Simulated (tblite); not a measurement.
Species: C₄H₁₀ClSi₂ (doublet state).
Cartesian coordinates in Å at the GFN2-xTB level; atoms count from 1:
```xyz
17
C4H10ClSi2 angstrom
C      2.0174    0.7376    0.3224
C      1.6916   -0.7422    0.1680
Si    -0.1623   -1.0641   -0.1369
Cl    -0.4313   -3.0890   -0.1693
C     -0.9520   -0.1293   -1.5590
Si    -2.0853    0.9255   -0.4980
C     -1.3961   -0.0993    0.9771
H      3.0869    0.8827    0.4658
H      1.4992    1.1579    1.1807
H      1.7088    1.2906   -0.5616
H      2.0166   -1.2792    1.0605
H      2.2660   -1.1502   -0.6650
H     -0.9460   -0.3133   -2.6216
H     -1.7238    2.3453   -0.4477
H     -3.5219    0.7798   -0.7468
H     -2.1414   -0.7275    1.4563
H     -0.9333    0.4869    1.7653
```

Method: GFN2-xTB as coded in tblite; computed harmonic values from a numerical Hessian at the method's own geometry, unscaled. This tight-binding method is rough: wavenumbers can miss measured ones by several per cent, in bad cases by 10 to 20. Modes of hydrogen on silicon can be 10 to 20 % off. One conformer, not necessarily the lowest. Open shells enter through the occupations alone, without spin polarisation, and single modes of such species can be off by tens of per cent.

Harmonic wavenumbers (cm⁻¹): 46.2, 52.9, 111.2, 126.4, 154.1, 173.2, 237.6, 271.5, 287.0, 349.6, 439.1, 466.9, 487.1, 590.8, 642.2, 673.2, 694.5, 708.0, 750.1, 762.3, 777.0, 828.3, 940.5, 980.1, 1013.4, 1026.1, 1081.0, 1086.7, 1236.7, 1283.5, 1418.3, 1465.5, 1475.4, 1505.8, 1509.3, 2209.7, 2231.1, 2971.6, 2984.9, 3015.4, 3017.4, 3026.5, 3033.8, 3040.3, 3064.8.

A = 1652, B = 1218, C = 830.1 MHz; mass 149.001 u (most abundant isotopes); point group C1, symmetry number 1; spin multiplicity 2.

Question: What is the zero-point energy?

Answer: Half the sum of the wavenumbers: 27124 cm⁻¹ = 77.55 kcal/mol.

Question: Give the ideal-gas entropy at 200 K and 1 bar in the rigid-rotor, harmonic-oscillator model (classical rotation).

Answer: Translation 38.95, rotation 28.45, vibration 21.69, spin (R ln 2) 1.38: S = 90.5 cal/(mol K).

Question: And Cp and H(200 K) − H(0)?

Answer: Cp = 30.76 cal/(mol K), of which vibrations give 22.81 (their classical limit is 45 R = 89.4); H(200 K) − H(0) = 3.93 kcal/mol without the zero-point energy, 2.35 from vibrations.

Question: What must be added to the electronic energy to get the Gibbs energy at 200 K and 1 bar?

Answer: ZPE + [H(200 K) − H(0)] − T·S = 77.55 + 3.93 − 18.09 = 63.39 kcal/mol.

Question: Which modes carry the vibrational entropy at 200 K?

Answer: 46.2 cm⁻¹: 4.19; 52.9 cm⁻¹: 3.92; 111.2 cm⁻¹: 2.48; 126.4 cm⁻¹: 2.24; 154.1 cm⁻¹: 1.88; 173.2 cm⁻¹: 1.67 cal/(mol K); the other 39 give 5.30 together.

Question: How do the functions run with temperature in this model?

Answer: 
```
T (K)  S (cal/(mol K))  Cp (cal/(mol K))  H − H(0) (kcal/mol)  G − H(0) (kcal/mol)  ln q(vib)
  100             73.2              20.2                 1.38                -5.94       2.04
  300            104.8              40.7                 7.52               -23.94       7.92
  500            129.4              55.8                17.27               -47.45      13.48
  800            158.9              69.5                36.25               -90.89      21.01
 1000            175.1              75.6                50.79              -124.33      25.52
```

q(vib) and H(0) count from the zero-point level.

Question: Blend soft modes into free rotors: weight 1/[1 + (100 cm⁻¹/ν̃)⁴] for the oscillator and the rest for a rotor with moment μB/(μ + B), μ = h/(8π²ν), B = 10⁻⁴⁴ kg m². What vibrational entropy results?

Answer: 20.03 cal/(mol K) in place of 21.69, which changes −T·S at 200 K by +0.33 kcal/mol.

Hindered rotation and anharmonicity are outside this model. Other conformers, if any are populated, would add a mixing term that is left out. The structure is chiral; the term R ln 2 for an equal mix with its mirror image is left out.
